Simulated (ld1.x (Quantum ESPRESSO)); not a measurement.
What one change does to a pseudopotential (B (Z = 5), TM)

* Element: boron
* Generator: ld1.x (Quantum ESPRESSO) 7.5
* Type: norm-conserving Troullier–Martins (Kleinman–Bylander form)
* Functional: PBEsol
* Relativity: scalar-relativistic
* Frozen core: [He]
* Valence charge: 3
* Reference configuration: 2s1.75 2p1.25
* Partial waves: 2s (bound): rc 1.65 bohr; 2p (bound): rc 1.75 bohr; 3d channel at 0.35 Ry: rc 1.55 bohr
* Local potential: all-electron potential smoothed inside 1.60 bohr (lloc = -1)
* Core correction: Bessel-smoothed model core inside 0.95 bohr

Change: all radii but the core radius scaled by about 0.73 (s 1.20, p 1.28, d 1.14 bohr); local potential all-electron potential smoothed inside 1.16 bohr (lloc = -1).

Cutoffs: the cutoffs (Ry, on a coarse ladder) from which the occupation-weighted sum of valence levels, in a spherical-Bessel basis at the reference potential, stays within 10 and 1 mRy of its value at 400 Ry; they do not see the model core or the augmentation charge, which bear on the density cutoff. Errors are all-electron minus pseudo energies relative to the spin-unpolarised reference configuration.

Predict the effect on cutoff, ghosts and configuration errors.

The potential gets harder (25 Ry and 45 Ry → 35 Ry and 60 Ry); of the 7 tests that both files solve, the error grows in 1 and shrinks in 3 by more than 15 % and 0.3 meV (median size 3.5 → 1.6 meV); neither file shows a bound ghost. A smaller radius makes the pseudo-wave follow the all-electron one further in, where it bends more sharply, so more plane waves are needed.

| quantity | base | changed |
| --- | --- | --- |
| cutoff, loose | 25 Ry | 35 Ry |
| cutoff, tight | 45 Ry | 60 Ry |
| loose cutoff by channel (10 mRy a level) | s 15 Ry, p 25 Ry | s 18 Ry, p 35 Ry |
| bound ghosts | none | none |
| error for 2s2 2p1, meV [ΔE -1.45 eV] | +0.1 | +0.2 |
| error for 2s2 2p0, meV [ΔE 6.69 eV] | +21 | +5.7 |
| error for 2s1 2p0, meV [ΔE 31.95 eV] | +78 | +46 |
| error for 2s2 2p1.3, meV [ΔE -2.18 eV] | 0.0 | +0.2 |
| error for 2s0 2p3, meV [ΔE 10.20 eV] | +7.8 | +8.5 |
| error for 2s2 2p0.5, meV [ΔE 1.40 eV] | +3.5 | +0.9 |
| error for 2s1 2p2, meV [ΔE 4.37 eV] | +1.3 | +1.6 |
